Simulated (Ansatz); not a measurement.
`BrC(Br)Br` → 3 Br• + C• + H•  (atomization)

Gas-phase electronic energies from Ansatz, PBE0-D4/def2-TZVP geometries. CCSD(T)/CBS adds triple-zeta CCSD(T) − MP2 to the extrapolated MP2 energy (def2 sets, frozen cores). This one scheme is used for every species, atoms too. DFT in def2-TZVPP. B3LYP here is the variant with VWN-RPA as its local correlation; programs differ in this. HSE06 is defined as in plane-wave codes. Open shells (•) are unrestricted, without spin–orbit coupling. Spin–orbit coupling would lower the free atoms: a little for C; clearly for Br. Bonds to Br are less sure, by a few kJ/mol each and by 10 to 20 or more in all where they break to atoms, as the def2 sets lack core-valence functions. Scalar relativity is left out up to krypton.

```
         level  ΔE (kJ/mol)  difference from CCSD(T)/CBS
   LDA (SPW92)       1586.0                        277.8
    r2SCANh-D4       1291.0                        -17.2
      HSE06-D4       1315.3                          7.1
       ωB97M-V       1274.8                        -33.4
        B2PLYP       1257.6                        -50.6
      PBE-QIDH       1296.2                        -12.0
           PBE       1345.1                         36.9
        revPBE       1266.0                        -42.2
        r2SCAN       1304.5                         -3.7
         B3LYP       1236.8                        -71.4
       r2SCANh       1286.9                        -21.3
       r2SCAN0       1262.1                        -46.1
       LC-ωPBE       1253.9                        -54.3
 HF/def2-TZVPP        788.5                       -519.7
MP2/def2-TZVPP       1317.6                          9.4
CCSD/CBS(def2)       1263.0                        -45.2
   CCSD(T)/CBS       1308.2                            0
```

Largest T1 diagnostic among the species: 0.009.

The D4 term adds +30.6 kJ/mol with B3LYP and +15.5 kJ/mol with PBE0; it sums over pairs of atoms, weighted by their polarisabilities, and B3LYP, whose exchange is more repulsive, gets the larger term. Leaving LDA and LC-ωPBE aside and taking each functional with its dispersion term where it has one, the values, not all of them listed here, spread over 162.6 kJ/mol, from BHLYP-D4 to PBE-D4. LDA lies +240.8 kJ/mol from PBE without D4, its usual overbinding. From PBE to PBE0 (25 % exact exchange), in def2-TZVPP and without D4, ΔE moves by −47.2 kJ/mol: exact exchange takes away binding that semilocal exchange gives to molecules.

For atomizations the MP2-based limit and the directly extrapolated one differ by several kJ/mol either way, and by 10 to 25 for some Ge, Se and Sn compounds, so smaller differences from it don't rank the levels.
